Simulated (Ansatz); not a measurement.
Gas-phase electronic energies from Ansatz, PBE0-D4/def2-TZVP geometries. CCSD(T)/CBS adds triple-zeta CCSD(T) − MP2 to the extrapolated MP2 energy (def2 sets, frozen cores). DFT in def2-TZVPP. Each species was taken in one conformer, which may not be the lowest.

Consider the ligand exchange at the Si–O bond: `F[SiH2]O[SiH3]` + `O[Si](O)(F)O[SiH3]` → `O[Si](F)(O[SiH3])O[SiH3]` + `O[SiH2]F`.

`F[SiH2]O[SiH3]`:

```xyz
9

F     1.435    1.647    1.106
Si    0.561    0.351    1.417
O     0.230   -0.423    0.038
Si   -0.552   -0.451   -1.404
H     1.366   -0.539    2.277
H    -0.687    0.814    2.064
H    -0.845   -1.864   -1.742
H     0.313    0.150   -2.449
H    -1.821    0.316   -1.306
```

`O[Si](O)(F)O[SiH3]`:

```xyz
11

O    -1.074    1.495   -1.361
Si   -0.132    0.206   -1.069
O     1.415    0.683   -1.056
F    -0.400   -0.865   -2.210
O    -0.445   -0.517    0.330
Si    0.113   -0.838    1.840
H    -1.981    1.347   -1.631
H     1.704    1.307   -1.721
H    -0.980   -1.510    2.584
H     0.486    0.423    2.528
H     1.294   -1.733    1.767
```

`O[Si](F)(O[SiH3])O[SiH3]`:

Cartesian coordinates in Å:
```
O -1.744 0.833 1.160
Si -0.263 0.868 0.506
F 0.579 2.045 1.154
O 0.456 -0.530 0.828
Si 0.475 -1.870 1.777
O -0.310 1.141 -1.078
Si 0.285 0.763 -2.559
H -2.314 1.597 1.070
H 0.388 -1.485 3.208
H -0.667 -2.749 1.428
H 1.751 -2.579 1.521
H 0.421 -0.710 -2.691
H 1.611 1.402 -2.750
H -0.668 1.273 -3.573
```

`O[SiH2]F`:

```xyz
6

O     0.926    0.192   -0.851
Si   -0.327    0.115    0.188
F     0.187   -0.045    1.690
H     1.435   -0.600   -1.027
H    -1.037    1.402    0.078
H    -1.185   -1.064   -0.078
```

```csv
level,ΔE (kcal/mol)
r2SCAN-D4,-0.2
CCSD(T)/def2-TZVPP,-0.2
```

Problem. What does CCSD(T)/CBS give? (Best estimate.)

Solution. Ansatz gave: -0.2 kcal/mol. The listed levels differ from it by 0.0, 0.0 kcal/mol.

Largest T1 diagnostic among the species: 0.011.
